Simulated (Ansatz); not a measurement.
Total energies of C2H7GaN, SMILES `[CH2][Ga]([CH3])[NH2]` radical.

Z-matrix (Å, degrees):
```
C
Ga 1 1.963
H 1 1.093 2 110.4
H 1 1.092 2 110.5 3 118.7
H 1 1.091 2 111.8 3 -120.5
N 2 1.823 1 118.0 3 -61.9
C 2 1.934 1 126.5 3 118.1
H 6 1.006 2 124.2 1 0.0
H 6 1.006 2 124.2 1 179.8
H 7 1.087 2 123.3 1 -179.9
H 7 1.087 2 123.4 1 0.1
```

The species carries charge 0 and has multiplicity 2. Correlated methods include outer-core shells of Ga, which these sets cover unevenly. Scalar relativity is left out up to krypton. The geometry is a stationary point of PBE0-D4/def2-TZVP. It is one conformer, not always the lowest. Basis def2-TZVPP, Ansatz 0.2.0.

RPA on PBE orbitals: Hartree–Fock energy of these orbitals -2057.48941 Eh, correlation -1.26812 Eh (frozen core).

```
 functional  energy without D4 (Eh)  D4 term (kJ/mol)
LDA (SPW92)             -2055.79541                 –
        PBE             -2059.57589             -18.8
     revPBE             -2059.87076             -53.8
       BLYP             -2060.05589             -40.6
     r2SCAN             -2059.96578              -4.7
     B97M-V             -2059.67448                 –
      B3LYP             -2060.11322             -30.3
    r2SCANh             -2059.94942              -5.0
    r2SCAN0             -2059.92634              -5.5
      BHLYP             -2059.94533             -24.3
  CAM-B3LYP             -2060.10118             -16.3
    LC-ωPBE             -2059.72515                 –
    ωB97X-V             -2059.83423                 –
     B2PLYP             -2059.56797                 –
```

Task: Give the same for PBE0, HSE06 (plane-wave form), ωB97M-V, PBE-QIDH. (An estimate is asked.)

Result: Computed: 
```json
{"functional": "PBE0", "energy without D4 (Eh)": "-2059.63568", "D4 term (kJ/mol)": "-16.0"}
{"functional": "HSE06 (plane-wave form)", "energy without D4 (Eh)": "-2059.62692", "D4 term (kJ/mol)": "-15.0"}
{"functional": "ωB97M-V", "energy without D4 (Eh)": "-2059.87416", "D4 term (kJ/mol)": "–"}
{"functional": "PBE-QIDH", "energy without D4 (Eh)": "-2059.28178", "D4 term (kJ/mol)": "–"}
```

B3LYP takes the VWN-RPA correlation (the form of Gaussian; ORCA's B3LYP/G). HSE06 is the plane-wave form, built on full-range PBE exchange. The double hybrids freeze the cores in their second-order part.

LC-ωPBE has ω = 0.4 bohr⁻¹.
